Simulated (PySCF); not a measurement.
# Electron correlation in Ar (argon, neutral)

[Ar], closed-shell 1S. Calculation: PySCF 2.14, in dyall-acv3z (19s12p6d4f, 113 functions); scalar relativity by spin-free X2C-1e. Frozen: 1s2; 16 electrons correlated; the 15 highest virtual orbitals of each spin left out.

```tsv
level	correlation energy (mhartree)
CCSD	-556.04
(T)	-10.71
CCSD(T)	-566.75
```

Diagnostics: T1 = 0.0028, D1 = 0.0056, largest double amplitude 0.027.

Cost of the coupled-cluster step: roughly 14 core-seconds, for 16 correlated electrons.

Iterations:

```
CC2 = 0
CCSD nocc = 8, nmo = 97
frozen orbitals [0, 98, 99, 100, 101, 102, 103, 104, 105, 106, 107, 108, 109, 110, 111, 112]
max_cycle = 100
direct = 0
conv_tol = 1e-08
conv_tol_normt = 1e-06
diis_space = 8
diis_start_cycle = 0
Init t2, MP2 energy = -529.174755593654  E_corr(MP2) -0.54295727544197
Init E_corr(CCSD) = -0.542957275457219
cycle = 1  E_corr(CCSD) = -0.551265538976069  dE = -0.00830826352  norm(t1,t2) = 0.0208596
cycle = 2  E_corr(CCSD) = -0.555377426170056  dE = -0.00411188719  norm(t1,t2) = 0.00550216
cycle = 3  E_corr(CCSD) = -0.555968425238423  dE = -0.000590999068  norm(t1,t2) = 0.00157799
cycle = 4  E_corr(CCSD) = -0.556061929749521  dE = -9.35045111e-05  norm(t1,t2) = 0.000283797
cycle = 5  E_corr(CCSD) = -0.556045252236165  dE = 1.66775134e-05  norm(t1,t2) = 6.14549e-05
cycle = 6  E_corr(CCSD) = -0.556043554332537  dE = 1.69790363e-06  norm(t1,t2) = 9.54873e-06
cycle = 7  E_corr(CCSD) = -0.556044209886227  dE = -6.5555369e-07  norm(t1,t2) = 3.21314e-06
cycle = 8  E_corr(CCSD) = -0.556044202873985  dE = 7.01224212e-09  norm(t1,t2) = 6.07742e-07
CCSD converged
E(CCSD) = -529.1878425210865  E_corr = -0.556044202873985
CCSD(T) correction = -0.0107096991601939
```
